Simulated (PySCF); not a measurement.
## C5H6ClN2S: g tensor and hyperfine couplings

Species: C₅H₆ClN₂S (doublet state).
Structure used (GFN2-xTB), in Å, numbered top down from 1:
```xyz
15
C5H6ClN2S angstrom
C     -3.269    0.366    0.085
S     -1.726    0.276    0.783
C     -0.723   -0.070   -0.755
N      0.649   -0.229   -0.447
C      1.306   -1.390   -0.194
N      2.555   -1.193    0.117
C      2.727    0.153    0.084
Cl     4.226    0.872    0.427
C      1.560    0.780   -0.259
H     -3.378    0.813   -0.884
H     -4.089    0.380    0.772
H     -1.125   -0.986   -1.192
H     -0.876    0.775   -1.429
H      0.841   -2.352   -0.257
H      1.317    1.813   -0.379
```

The hyperfine couplings belong to this conformer and change with its torsions.

Identity: `[CH2]SCN1C=NC(Cl)=C1` [radical].

Method: PySCF, UKS B3LYP, pcH-1 on C Cl H N S, non-relativistic, mean-field spin-orbit, GIAO. The structure is a single GFN2-xTB conformer in the gas phase; no vibrational or solvent corrections. The geometry wasn't refined by DFT: couplings that depend on bond lengths, twists or pyramidal angles can differ widely from those at the functional's own minimum. No stability test was run, so a lower SCF solution isn't excluded.

```
g1, g2, g3                      : 2.00198, 2.00331, 2.00879
g_iso                           : 2.00469
Form of g                       : rhombic: the two nearest values differ by 20 % of g3 − g1
⟨S²⟩                            : 0.7545 (exact 0.7500)
HOMO–LUMO gap, α and β orbitals : 4.80, 4.32 eV
Total energy                    : -1161.98469 Eh
```

Hyperfine couplings atom by atom, in MHz; T1 to T3 are the principal values of the dipolar part:

```tsv
atom	isotope	a_iso	of which spin–orbit	T1	T2	T3	Mulliken spin population
C1	13C	120.7	0.3	-67.4	-66.6	134.0	0.84
S2	33S	6.6	-0.5	-26.5	-23.1	49.6	0.19
C3	13C	13.8	0.0	-2.1	-1.3	3.4	0.01
N4	14N	-0.1	0.0	-0.2	-0.1	0.3	0.00
C5	13C	0.4	0.0	-0.6	-0.1	0.7	0.00
N6	14N	-0.1	0.0	-0.2	0.0	0.1	0.00
C7	13C	0.9	0.0	-0.7	-0.3	1.0	0.01
Cl8	35Cl	0.0	0.0	-0.2	-0.1	0.3	0.00
C9	13C	0.1	0.0	-0.7	0.0	0.7	0.00
H10	1H	-23.6	0.1	-31.3	-1.5	32.8	-0.02
H11	1H	-50.9	0.1	-31.6	-2.0	33.7	-0.03
H12	1H	10.9	0.0	-3.6	-2.0	5.6	0.01
H13	1H	8.1	0.0	-3.1	-2.1	5.2	0.00
H14	1H	-0.2	0.0	-0.9	-0.7	1.6	0.00
H15	1H	0.5	0.0	-1.0	-1.0	2.0	0.00
```

The Mulliken spin populations are largest on C1 (+0.84) and S2 (+0.19). The angles at C1 add up to 354.6°, so it is nearly planar; its axial dipolar tensor and the negative couplings of its protons fit spin in a p orbital normal to that plane.

Axes: g3 points within 10° of the S2–C3 bond.

Under fast tumbling the dipolar parts average out, and these isotropic splittings remain: 1 × 1H (H11, I = 1/2, 2 lines) with 1.81 mT, 1 × 1H (H10, I = 1/2, 2 lines) with 0.84 mT and 2 × 1H (H12/H13, I = 1/2, 3 lines) with 0.34 mT.

Nuclei that the bonding pattern makes equivalent are averaged, as if the motion that swaps them (rotation, inversion, ring flip) were fast. H10 and H11 aren't averaged: C1 is flat or nearly so (angle sum 355°), and its turn about the short C1–S2 bond (1.70 Å) is taken as slow.

The 33S coupling of S2 (6.6 MHz) shows only in satellite lines or after enrichment, since that isotope makes up about 0.76 % of natural sulfur.

The 13C coupling of C1 (120.7 MHz) shows only in satellite lines or after enrichment, since that isotope makes up about 1.07 % of natural carbon.

On one thread of an Arm Neoverse V2, shared host, this took 2.2 min (with the writing of density and orbital grids) and 1.1 GiB of memory at its peak.
